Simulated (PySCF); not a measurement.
Energy profile

The step: SiH₂OF₂ ([OH][SiH]([F])[F]) → SiOF₂ ([O][Si]([F])[F]) + H₂; bonds formed: H2–H4; bonds broken: Si1–H2, O3–H4 (atoms numbered as in the saddle structure below).

Si1  (0.115, 0.015, 0.414)
H2  (-0.678, 0.157, -1.108)
O3  (1.276, -0.723, -0.265)
H4  (0.140, -0.289, -1.183)
F5  (0.151, 1.512, 0.873)
F6  (-1.004, -0.671, 1.269)
(Å)

Electronic energies by CCSD(T) at an estimated basis limit (MP2 extrapolated from triple and quadruple zeta, plus CCSD(T) − MP2 in triple zeta), on PBE0-D4/def2-TZVP structures; SiH2OF2, closed shell; no counterpoise correction. PySCF 2.14 with density fitting (its default auxiliary sets; JK sets also for MP2 and CCSD(T)); basis: def2-TZVPP and def2-QZVPP; cores frozen in the correlated methods. Extrapolation: Hartree–Fock as exp(−7.88 √X), correlation as X^−2.97.

Task: Give the profile in eV, counted from the start structure. (Judge from chemistry; the value comes from the calculation.)

Result: Computed:
| point | eV |
| --- | --- |
| start structure | 0.000 |
| saddle | 3.040 |
| end structure | 2.528 |
| separated: SiOF2 (linked as [O][Si]([F])[F]; Si1, O3, F5, F6; singlet) + H2 (H2, H4; singlet) | 2.656 |

T1 diagnostic: at most 0.016.

For scale, one of the runs: CCSD(T)/def2-TZVPP, 163 basis functions, launched by `OMP_NUM_THREADS=4 python run.py`. Time: 4.7 min of wall clock on 4 CPU threads of an AMD EPYC; the host was shared. Peak host memory: 1.6 GiB.
